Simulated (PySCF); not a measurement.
Aluminium: highly charged ions in a basis for the neutral atom

Al¹¹⁺ 1s2, Al¹²⁺ 1s1. Calculation: PySCF 2.14, in 6-31G* (4s3p1d, 18 functions); the non-relativistic Hamiltonian (point nucleus). No spin-orbit coupling, so a gap to NIST mixes the basis error with missing relativistic terms.

Changed run: basis of the neutral atom used for a highly charged ion. This setting is unsound on purpose.

```
species  method  sound run (hartree)  changed run (hartree)  converged
  Al¹¹⁺     UHF              not run             -160.96233        yes
  Al¹¹⁺   B3LYP              not run             -160.92060        yes
  Al¹¹⁺     PBE              not run             -160.85618        yes
  Al¹²⁺     UHF              not run              -84.42202        yes
  Al¹²⁺   B3LYP              not run              -84.36855        yes
  Al¹²⁺     PBE              not run              -84.34818        yes
```

Ionisation energy of Al¹¹⁺:

```
method  changed run (eV)  NIST (eV)
   UHF            2082.8     2086.0
 B3LYP            2083.1     2086.0
   PBE            2081.9     2086.0
```

The contracted functions were made for the neutral atom and can be too rigid for a highly charged ion.
